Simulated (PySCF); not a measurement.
## Ce⁵⁶⁺ (cerium, charge +56) across methods

1s2, closed-shell 1S. All numbers are calculated (PySCF 2.14, the non-relativistic Hamiltonian (point nucleus), in an uncontracted even-tempered set (15 s from 130 bohr⁻², ratio 2.2; 7 p from 200 bohr⁻², ratio 2.4; 4 d from 600 bohr⁻², ratio 2.4; 3 f from 900 bohr⁻², ratio 2.4; 3 g from 1300 bohr⁻², ratio 2.4)).

| method | E (hartree) | mean ε 1s (eV) | Σ⟨r²⟩ (bohr²) | ⟨S²⟩ |
| --- | --- | --- | --- | --- |
| M06-2X | -3327.73 | -44595.2 | 0.001810 | 0.000 |
| PBE0 | -3327.35 | -44512.3 | 0.001810 | 0.000 |
| LDA | -3323.05 | -44373.2 | 0.001813 | 0.000 |
| UHF | -3327.85953 | -44787.7 | 0.001808 | 0.000 |
| M06 | -3327.92 | -44514.7 | 0.001810 | 0.000 |
| r2SCAN | -3327.91 | -44464.1 | 0.001809 | 0.000 |

Q: Estimate the same row for PBE.

A: E (hartree) = -3327.16; mean ε 1s (eV) = -44420.3; Σ⟨r²⟩ (bohr²) = 0.001811; ⟨S²⟩ = 0.000.

A non-relativistic calculation at this Z misses sizeable relativistic shifts.
